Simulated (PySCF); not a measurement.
Computed shifts of a molecule C5H7F, PBE0/pcSseg-1 (PySCF), GIAO, gas phase, atoms alike by connectivity averaged where their shifts nearly agree, in ppm (number of nuclei): ¹³C: 168.3 (1), 110.0 (1), 46.7 (1), 31.7 (1), 20.6 (1). ¹⁹F: -88.8 (1). ¹H: 5.13 (1), 3.27 (1), 2.54 (1), 1.87 (1), 1.52 (3). References: ¹³C against TMS (σ = 186.3 ppm); ¹⁹F against CFCl3 (σ = 167.2 ppm); ¹H against TMS (σ = 31.56 ppm), references at their B3LYP-D3(BJ)/def2-TZVP geometries, non-relativistic. Geometry optimised at B3LYP-D3(BJ)/def2-SVP. One conformer was computed; it need not be the lowest.

Which structure fits?
A) C=C/C(F)=C\C
B) CC#C[C@@H](C)F
C) C[C@H]1CC=C1F
D) C[C@@H]1C=C[C@@H]1F

C, C[C@H]1CC=C1F
